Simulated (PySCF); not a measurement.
# How methods differ on the ionisation energy of Pt²⁺

Pt²⁺ [Xe] 4f14 5d8 (3F) → Pt³⁺ [Xe] 4f14 5d7 (4F), as a difference of total energies. All numbers are calculated (PySCF 2.14, a scalar-relativistic core potential, in aug-cc-pwCVDZ-PP with ECP60MDF). Correlated levels: valence: 5s2 5p6 frozen; valence and next inner shell: nothing frozen outside the core potential. The calculations carry no spin-orbit coupling.

Problem. Order these methods by the ionisation energy they give, lowest first.
A. MP2 (valence and next inner shell)
B. LDA
C. UHF
D. r2SCAN

Solution. C (29.142 eV), A (30.494 eV), D (30.902 eV), B (31.466 eV).

The reference lies between the lowest fine-structure levels, while these numbers refer to the centres of the terms.

Errors of the correlated levels include the incompleteness of this basis and the frozen core.

For comparison: 29 ± 1.6 eV (theoretical estimate listed by NIST; NIST Atomic Spectra Database, ionization energies).
